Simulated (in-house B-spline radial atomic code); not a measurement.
## The scandium ion Sc⁶⁺: [Ne] 3s2 3p3

Computed with a radial B-spline atomic code at the basis-set limit: non-relativistic wB97X, spin-polarised, spherical fractional occupations, point nucleus.

Effective charges: Z_r = [3n² - l(l+1)]/(2<r>) from the radius, Z_e = n√(-2ε) from the energy, and Slater's rules. Values are occupation-weighted means over spin.

```csv
shell,electrons,ε (eV),<r> (bohr),Z_r,Z_e,Slater
1s,2,-4509.6,0.07356,20.39,18.21,20.70
2s,2,-588.71,0.3442,17.43,13.16,16.85
2p,6,-505.47,0.3068,16.30,12.19,16.85
3s,2,-151.33,0.9936,13.59,10.01,10.80
3p,3,-131.57,1.015,12.31,9.33,10.80
```

The least bound orbital is 3p up at -131.6 eV, and it is also the most diffuse (<r> = 1.015 bohr).

The density falls to 0.001 bohr⁻³ at 2.32 bohr; Σ<r²> = 6.7996 bohr² gives, by the non-relativistic formula and without the paramagnetism of open shells, a Langevin diamagnetic susceptibility of -5.385×10⁻⁶ cm³/mol.
